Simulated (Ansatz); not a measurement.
```xyz
14

H     2.2471   -0.0013   -0.0037
H     2.0250    0.9744    0.0030
H     1.3979    1.7588   -0.0057
H     0.5026    2.1892   -0.0008
H    -0.4962    2.1892    0.0008
H    -1.4041    1.7569   -0.0014
H    -2.0242    0.9784    0.0050
H    -2.2533    0.0013   -0.0008
H    -2.0307   -0.9793   -0.0029
H    -1.4056   -1.7618    0.0045
H    -0.4996   -2.1965    0.0014
H     0.5022   -2.1921   -0.0002
H     1.4031   -1.7640   -0.0020
H     2.0293   -0.9802    0.0042
```

Basis set: cc-pVDZ (spherical functions). All electrons are correlated. Charge 0, multiplicity 1.

Computed with Ansatz (development build ahead of 0.2.0); each method stands on the lowest determinant of its kind that the runs found. Restricted open shells among the atoms or ions are ROHF, correlated in semicanonical orbitals with singles.

(1) Give the atomization energy at this shape (free ground-state atoms in the same class of orbitals less the molecule, no zero-point energy) of singlet H₁₄ by RHF-MP2, RHF.

Results:

(1)

```tsv
method	atomization energy
RHF-MP2	22.45 eV
RHF	14.63 eV
```

Caution: stretched shape with no unrestricted run beside it, a lower state can exist. Caution for RHF-MP2: bonds are stretched, where a single reference can fail.
